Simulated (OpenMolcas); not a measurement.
What dynamic correlation does to the levels of Ge

```yaml
Program: OpenMolcas 26.06
Basis: ANO-R2 [6s5p4d3f1g]
Scalar_Hamiltonian: X2C, finite nucleus
Active_space: 4 electrons in 8 orbitals (4s 4p 5s 5p)
State_averaging: 2S+1 = 3 even, 3 roots; 2S+1 = 1 even, 6 roots; 2S+1 = 5 odd, 1 root; 2S+1 = 3 odd, 5 roots
Spin-orbit_coupling: RASSI with atomic mean-field integrals over the reference wave functions, term energies averaged over their components
```

Methods on the same reference wave functions:
A. CASSCF
B. SS-CASPT2, IPEA 0.25 Eh, imaginary shift 0.1 Eh (closed shells correlated: 3d)

Energies in eV above 4s2 4p2 3P0, the measured ground level; measured values from NIST Handbook of Basic Atomic Spectroscopic Data.

| Level | A | B | Measured |
| --- | --- | --- | --- |
| 4s2 4p2 3P0 | 0.0000 | 0.0000 | 0.0000 |
| 4s2 4p2 3P1 | 0.0571 | 0.0565 | 0.0691 |
| 4s2 4p2 3P2 | 0.1474 | 0.1458 | 0.1748 |
| 4s2 4p2 1D2 | 1.1210 | 0.951 | 0.8834 |
| 4s2 4p2 1S0 | 1.9841 | 2.120 | 2.0293 |
| 4s 4p3 5S* 2 | 4.0183 | 4.880 | 5.1983 |

Deviations, from unrounded energies. A percentage is the sum of absolute deviations over the sum of measured energies, with the sign that they share, or ± where signs differ.

| Against measurement | Levels | A | B |
| --- | --- | --- | --- |
| mean absolute deviation (cm-1) | 5 | 2400 | 840 |
| fine structure of the ground term (%) | 2 | -16.1 | -17.1 |
| other terms of the ground configuration (%) | 2 | ±9.7 | +5.5 |
| other configurations (%) | 1 | -22.7 | -6.1 |

B lies closest to measurement on these levels. The largest miss of B in the table is 4s 4p3 5S* 2, by -2600 cm-1. The ranking rests on the paired levels alone, and a cruder setting can come out closer through cancelling errors.

From A to B the spin-free energies of the other terms of 4s2 4p2 shown, above 3P, scale by factors of 0.83 to 1.07.

The lowest spin-free term lies below A's lowest term by 0.512 hartree in B.

CASPT2 does not keep the components of a term degenerate, so their means are used; among the terms shown or strongly mixed into the levels shown the widest spread is 45 cm-1 (4s2 4p2 1D, B). Over all roots computed the reference weight is 0.88 to 0.95 in B; the roots of lowest weight are the least certain, and an intruder state may touch them. Active for correlation alone: 5p 5s; no level in the range computed is led by a configuration that fills them, so any true level of that kind is missing. Terms of s pⁿ other than that of highest spin mix with s² pⁿ⁻² d, which this space lacks; all of them can be thousands of cm-1 off, and some have no real level of that name. Without dynamic correlation excited terms often stand tens of per cent too high (terms of higher spin than the ground term too low), and those without a measured partner can miss by more than the paired ones (holds for A). Computed and measured levels are paired by configuration, term and J; levels that our copy of the source lacks, or whose pairing is in doubt (as where it misses far off the trend of its configuration), stay unpaired and out of the deviations. Only configurations of the active space appear. The table leaves out levels that lie high or whose names do not pair safely across all columns.

* marks odd parity.
